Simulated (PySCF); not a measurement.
Correlation energy of Te (tellurium, neutral)

[Kr] 4d10 5s2 5p4, high-spin 3P determinant. All numbers are calculated (PySCF 2.14, the spin-free X2C one-electron Hamiltonian (Gaussian nucleus), in x2c-TZVPPall with one added diffuse shell each of s, p, d, f type (9s7p5d3f, 76 functions)). Frozen: [Ar] 3d10; 24 electrons correlated.

| level | correlation energy (mhartree) |
| --- | --- |
| CCSD | -518.77 |
| (T) | -9.79 |
| CCSD(T) | -528.56 |

Diagnostics: T1 = 0.0073, D1 = 0.0373, largest double amplitude 0.040.

Cost of the coupled-cluster step: of the order of 50 core-seconds, for 24 correlated electrons.

This basis was not built for core-valence correlation, so the inner-shell part is incomplete.
